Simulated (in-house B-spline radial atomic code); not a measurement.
The numbers below are computed, except where a source is named.
## Weak and strong correlation along the adiabatic connection

Two-electron singlets in several external potentials (atomic units), by full CI in B-splines with partial waves to l = 8 (correlation energies up to 0.6 % small). The repulsion is scaled by λ at fixed density; W(λ) is the mean repulsion less the Hartree energy, W(0) = E_x, and the area under W from 0 to 1 is E_xc.

Relative drop (W(λ) − E_x)/E_x:

| system | λ = 0.12 | λ = 0.25 | λ = 0.4 | λ = 0.6 | λ = 0.8 | λ = 1 |
| --- | --- | --- | --- | --- | --- | --- |
| −Z/r, Z = 0.557, wall at 3.26 bohr | 0.0200 | 0.0396 | 0.0597 | 0.0831 | 0.1033 | 0.1208 |
| ω²r²/2 − Z/r, ω = 1.47, Z = 1 | 0.0099 | 0.0201 | 0.0313 | 0.0451 | 0.0579 | 0.0698 |
| empty sphere, radius 4.85 bohr | 0.0378 | 0.0718 | 0.1038 | 0.1376 | 0.1639 | 0.1849 |
| −V exp(−r²/w²), V = 20.4, w = 4.78 | 0.0136 | 0.0274 | 0.0421 | 0.0600 | 0.0762 | 0.0908 |
| ω²r²/2 − Z/r, ω = 0.461, Z = 3 | 0.0066 | 0.0136 | 0.0213 | 0.0311 | 0.0405 | 0.0494 |
| ω²r²/2, ω = 0.15 | 0.0421 | 0.0788 | 0.1124 | 0.1470 | 0.1734 | 0.1942 |
| −Z/r, Z = 10 | 0.0018 | 0.0038 | 0.0061 | 0.0091 | 0.0120 | 0.0149 |

Q: Order the systems by how far second-order (GL2) theory, half the initial slope (estimated from the first points of each curve), overshoots the correlation energy, least first.
A. −Z/r, Z = 0.557, wall at 3.26 bohr
B. ω²r²/2 − Z/r, ω = 0.461, Z = 3
C. empty sphere, radius 4.85 bohr
D. −Z/r, Z = 10
E. ω²r²/2 − Z/r, ω = 1.47, Z = 1
F. −V exp(−r²/w²), V = 20.4, w = 4.78
G. ω²r²/2, ω = 0.15

A: D (GL2/E_c = 1.03), B (GL2/E_c = 1.09), E (GL2/E_c = 1.14), F (GL2/E_c = 1.19), A (GL2/E_c = 1.29), C (GL2/E_c = 1.53), G (GL2/E_c = 1.62).

Q: What else changes along this order?

A: The ratio follows the bend of the curve. With it the leading natural occupation goes from 2.000 to 1.866 and −T_c/E_c from 0.98 to 0.62 between the first and the last.
